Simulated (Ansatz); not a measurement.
System: sum formula HSiO, charge -1, multiplicity 1. 
Coordinates optimised at B3LYP-D3(BJ)/def2-TZVP (Ansatz, a quantum-chemistry and plane-wave program):
```
O
H 1 0.9582
Si 1 1.7528 2 105.99
```
Charge -1, spin multiplicity 1.

Basis-set convergence of Hartree-Fock and CCSD correlation energies (hartree) with Ansatz. Cores are frozen in the correlated levels unless marked. No spin-orbit coupling. No relativistic terms. This anion needs diffuse functions, which these sets lack.

The Hartree-Fock reference is unstable (checked in the largest basis), which strains HF and MP2. 

```tsv
basis	functions	E(HF)	E(corr, CCSD)
def2-SVP	37	-364.12803	-0.28933
def2-TZVPP	87	-364.34609	-0.37085
def2-QZVPP	157	?	?
```

Problem. What belongs in the gaps?

Solution. 
- def2-QZVPP, E(HF): -364.36664
- def2-QZVPP, E(corr, CCSD): -0.39526
